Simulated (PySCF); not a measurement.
**[Bi(CCH)]2+ relaxed at several levels**

Computed with PySCF 2.14.0, def2-SVP on the ligands, density fitting, scalar-relativistic core potentials, no spin-orbit coupling, vacuum. Each row is relaxed at its own level from the same template. Distances are means of the shortest metal–ligand contacts, charges and spins Mulliken's; removal energies are rigid, with the ligand's formal charge and no counterpoise, so too large; for an anion taken off a cation in vacuum most of it is the attraction of opposite charges, and multiply charged cations can part far more cheaply with an electron moved from ligand to metal.

```
level   basis on the metal  point group  M–CCH (Å)  charge on M (e)  HOMO–LUMO gap (eV)  removal of one CCH (eV)  strongest infrared band, degenerate modes summed (cm⁻¹)  unstable modes (below −25 cm⁻¹)
 PBE0  def2-SVP with ECP60          C∞v      2.062             1.70                4.07                    27.15                                                     2004                                0
```

(1) What does the calculation give for PBE, def2-SVP with ECP60?

One start shape was tried for each, so a minimum needn't be the lowest isomer.

Results:

(1) point group: C∞v, M–CCH (Å): 2.091, charge on M (e): 1.63, HOMO–LUMO gap (eV): 2.32, removal of one CCH (eV): 27.62, strongest infrared band, degenerate modes summed (cm⁻¹): 1920, unstable modes (below −25 cm⁻¹): 0.
```xyz
4

Bi    0.0000    0.0000   -0.2221
C     0.0000    0.0000    1.8686
C     0.0000    0.0000    3.1291
H     0.0000    0.0000    4.2343
```
